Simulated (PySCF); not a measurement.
All values below come from PBE-D3(BJ)/def2-TZVP run with PySCF. All species are isolated molecules in the gas phase. One relaxed conformer stands for a flexible species; it need not be the lowest. Excitations are Tamm–Dancoff values on a coarser integration grid. The basis has no diffuse functions, so Rydberg states are missing or too high.

Reference species (SMILES): `[SH][Al]([NH2])[NH2]` (N–Al–S–H torsion 162°) (neutral, multiplicity 1).

```yaml
T1 excitation (TDA): 4.66 eV
LUMO: -0.85 eV
HOMO–LUMO gap: 4.82 eV
```

Changed species: `[NH2][Al]([NH2])[NH2]` (0 of 3 NH2 replaced by SH; the reference has 1 of 3 NH2 replaced by SH).

What does the change do to the T1 excitation (TDA), LUMO and HOMO–LUMO gap?

the T1 excitation (TDA) decreases by 0.07 eV, to 4.59 eV; the LUMO goes up by 0.30 eV, to -0.55 eV; the HOMO–LUMO gap drops by 0.08 eV, to 4.74 eV.
